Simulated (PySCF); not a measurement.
# How good is the calculation?

Mapped SMILES: `[O:1]=[C:2]([OH:3])[c:4]1[cH:5][cH:6][cH:7][s:8]1`. Each H is labelled by its parent atom.

Published estimates (parent shift plus substituent increments) and measurements: δ ¹H H(C5) 7.76; H(C7) 7.60; H(C6) 7.04 ppm (estimated from measurements, as parent shift plus tabulated substituent increment; solution, not stated per compound (mostly CDCl3 or CCl4); Pretsch, Buehlmann, Badertscher, Structure Determination of Organic Compounds, 4th ed. (2009)).

- structure optimised with PBE0-D3(BJ)/def2-SVP
- NMR shieldings at B3LYP/pcSseg-2/GIAO
- code: PySCF
- no solvent, one conformer, no relativistic terms

Problem. How close does the calculation come?

Solution. 
Reference values: estimated from measurements, as parent shift plus tabulated substituent increment (solution, not stated per compound (mostly CDCl3 or CCl4); Pretsch, Buehlmann, Badertscher, Structure Determination of Organic Compounds, 4th ed. (2009)).
| atoms | quantity | reference | computed | computed, scaled |
| --- | --- | --- | --- | --- |
| H(C5) | δ ¹H | 7.76 | 8.20 | 8.01 |
| H(C7) | δ ¹H | 7.60 | 7.55 | 7.38 |
| H(C6) | δ ¹H | 7.04 | 7.23 | 7.06 |

Computed shifts are σ(ref) − σ with the named reference compound (TMS for H and C) calculated as an isolated molecule at the same level. The measured values may be among those fitted. Shieldings were converted by linear fits to measured shifts (mostly CDCl3, TMS scale, for H and C): ¹H: δ = 30.47 − 0.969σ (rms 0.18 ppm, 51 shifts). A few per cent of atoms miss by over 2 rms, more outside the fitted compound classes. H not on carbon is unscaled (vs computed TMS).

Problem. How far are the unscaled ¹H shifts from the references?

Solution. Mean signed difference +0.19 ppm, mean absolute 0.23 ppm over 3 comparisons; the largest is +0.44 ppm at H(C5) (hydrogen on an aromatic CH).

3 of the 6 published NMR values on file for this molecule are compared.
